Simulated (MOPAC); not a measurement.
MOPAC input (PM7):

```
PM7 1SCF CHARGE=-1 GEO-OK AUX(PRECISION=9) THREADS=1
CH3OS

C    -1.40547486 1    0.30099854 1    0.07374885 1
S     0.21935365 1   -0.50422896 1   -0.16615706 1
O     1.26866513 1    0.60802811 1    0.23096221 1
H    -1.53048985 1    0.62032050 1    1.11720610 1
H    -2.19873660 1   -0.41231802 1   -0.18333439 1
H    -1.49690385 1    1.18944476 1   -0.56554948 1
```

Output:

```
 *******************************************************************************
 **                                                                           **
 **                              MOPAC v23.2.5                                **
 **                                                                           **
 *******************************************************************************
 ** MOPAC's Digital Object Identifier: https://doi.org/10.5281/zenodo.6511958 **
 **                                                                           **
 ** Please cite the open-source release paper for use of this MOPAC version:  **
 ** J. E. Moussa and J. J. P. Stewart (2026)                                  **
 ** MOPAC: An open-source semiempirical molecular orbital program             **
 ** J. Open Source Softw., 11(119), 8025, https://doi.org/10.21105/joss.08025 **
 *******************************************************************************

                              PM7 CALCULATION RESULTS

 *******************************************************************************
 *  PM7        - The PM7 Hamiltonian to be used
 *  GEO-OK     - OVERRIDE INTERATOMIC DISTANCE AND OTHER SAFETY CHECKS
 *
 *
 *
 *                 CHARGE ON SYSTEM = -1
 *
 *
 *
 *  1SCF       - DO 1 SCF AND THEN STOP
 *  AUX        - OUTPUT AUXILIARY INFORMATION
 *******************************************************************************
PM7 1SCF CHARGE=-1 GEO-OK AUX(PRECISION=9) THREADS=1
 CH3OS

   ATOM   CHEMICAL          X               Y               Z
  NUMBER   SYMBOL      (ANGSTROMS)     (ANGSTROMS)     (ANGSTROMS)

     1       C         -1.40547486  *   0.30099854  *   0.07374885  *
     2       S          0.21935365  *  -0.50422896  *  -0.16615706  *
     3       O          1.26866513  *   0.60802811  *   0.23096221  *
     4       H         -1.53048985  *   0.62032050  *   1.11720610  *
     5       H         -2.19873660  *  -0.41231802  *  -0.18333439  *
     6       H         -1.49690385  *   1.18944476  *  -0.56554948  *

          CARTESIAN COORDINATES

    NO.       ATOM           X           Y           Z

     1         C         -1.4055      0.3010      0.0737
     2         S          0.2194     -0.5042     -0.1662
     3         O          1.2687      0.6080      0.2310
     4         H         -1.5305      0.6203      1.1172
     5         H         -2.1987     -0.4123     -0.1833
     6         H         -1.4969      1.1894     -0.5655

 General Reference for PM7:
 "Optimization of Parameters for Semiempirical Methods VI: More Modifications to the
 NDDO Approximations and Re-optimization of Parameters", J. J. P. Stewart, J. Mol. Mod., 1:32, 19 (2013)
 https://link.springer.com/article/10.1007/s00894-012-1667-x

           Empirical Formula: C H3 O S  =     6 atoms

      MOLECULAR POINT GROUP   :   Cs

      RHF CALCULATION, NO. OF DOUBLY OCCUPIED LEVELS = 10

 -------------------------------------------------------------------------------
 PM7 1SCF CHARGE=-1 GEO-OK AUX(PRECISION=9) THREADS=1
 CH3OS

     1SCF WAS SPECIFIED, SO BFGS WAS NOT USED
     SCF FIELD WAS ACHIEVED

                              PM7 CALCULATION
                                                       MOPAC v23.2.5 Linux

          FINAL HEAT OF FORMATION =        -46.10442 KCAL/MOL =    -192.90089 KJ/MOL

          COSMO AREA              =         90.30 SQUARE ANGSTROMS
          COSMO VOLUME            =         73.63 CUBIC ANGSTROMS

          IONIZATION POTENTIAL    =          1.489158 EV
          HOMO LUMO ENERGIES (EV) =         -1.489  7.175
          NO. OF FILLED LEVELS    =         10
          MOLECULAR WEIGHT        =         63.0941         POINT GROUP:  Cs

          MOLECULAR DIMENSIONS (Angstroms)

            Atom       Atom       Distance
            H     5    O     3     3.63808
            S     2    H     6     2.12571
            S     2    H     4     1.61412

          SCF CALCULATIONS        =          1

   ATOM   CHEMICAL          X               Y               Z
  NUMBER   SYMBOL      (ANGSTROMS)     (ANGSTROMS)     (ANGSTROMS)

     1       C         -1.40547486  *   0.30099854  *   0.07374885  *
     2       S          0.21935365  *  -0.50422896  *  -0.16615706  *
     3       O          1.26866513  *   0.60802811  *   0.23096221  *
     4       H         -1.53048985  *   0.62032050  *   1.11720610  *
     5       H         -2.19873660  *  -0.41231802  *  -0.18333439  *
     6       H         -1.49690385  *   1.18944476  *  -0.56554948  *

                             CARTESIAN COORDINATES

   1    C       -1.405474860     0.300998540     0.073748850
   2    S        0.219353650    -0.504228960    -0.166157060
   3    O        1.268665130     0.608028110     0.230962210
   4    H       -1.530489850     0.620320500     1.117206100
   5    H       -2.198736600    -0.412318020    -0.183334390
   6    H       -1.496903850     1.189444760    -0.565549480

           Empirical Formula: C H3 O S  =     6 atoms

      MOLECULAR POINT GROUP   :   Cs

                  EIGENVALUES
 -21.81255 -18.76021 -13.95238  -9.36816  -9.25526  -7.31974  -5.54241  -5.14188
  -3.34891  -1.48916   7.17541   7.31526   9.15221   9.24073   9.26162   9.54699
  10.33028  10.44227  10.97901  11.44588

              NET ATOMIC CHARGES AND DIPOLE CONTRIBUTIONS

  ATOM NO.   TYPE          CHARGE      No. of ELECS.   s-Pop       p-Pop       d-Pop
    1          C          -0.525729        4.5257     1.07363     3.45210
    2          S           0.031563        5.9684     1.87709     3.81736     0.27398
    3          O          -0.870039        6.8700     1.93215     4.93789
    4          H           0.125351        0.8746     0.87465
    5          H           0.113502        0.8865     0.88650
    6          H           0.125351        0.8746     0.87465
 DIPOLE           X         Y         Z       TOTAL
 POINT-CHG.    -4.346    -2.620    -0.973     5.167
 HYBRID        -0.039     1.577     0.533     1.665
 SUM           -4.385    -1.043    -0.440     4.529

          ATOMIC ORBITAL ELECTRON POPULATIONS

     Atom    s        px        py        pz      x^2-y^2     xz        z^2       yz        xy
    1  C   1.07363   1.15579   1.14417   1.15214
    2  S   1.87709   0.81523   1.13471   1.86742   0.10062   0.03753   0.04479   0.04379   0.04726
    3  O   1.93215   1.50598   1.54471   1.88721
    4  H   0.87465
    5  H   0.88650
    6  H   0.87465

 **********************
 *                    *
 * JOB ENDED NORMALLY *
 *                    *
 **********************

 == MOPAC DONE ==
```

The dipole moment of an ion depends on the origin.
